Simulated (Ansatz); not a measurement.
An input meant for the cluster Cu₂I (charge 0, doublet).

```yaml
crystal:
  periodic: [false, false, false]
  atoms:
    - {symbol: Cu, position_ang: [-0.364084, 0.239648, -1.310235]}
    - {symbol: Cu, position_ang: [0.912351, 0.910845, 0.492643]}
    - {symbol: I, position_ang: [-0.548267, -1.150493, 0.817592]}
basis:
  gaussian: {orbitals: def2-mTZVPP, fitting: {mean_field: def2-universal-jkfit}}
total_charge: -1
magnetization: {spin_polarized: true, initial_magnetization: 1}
hamiltonian: {xc: {name: wB97X-V}}
```

```sh
$ ansatz run in.yaml --threads 4 --pin off --events-out ev --progress --plain --max-ram 3916MiB
```

It prints (some lines left out):

```
Error: a molecule whose nuclei and cores have a total charge of 83 cannot have a net charge of -1 together with 1 unpaired electrons
```

What is wrong with this run?

The number of unpaired electrons doesn't fit the electron count. The program refused the input.
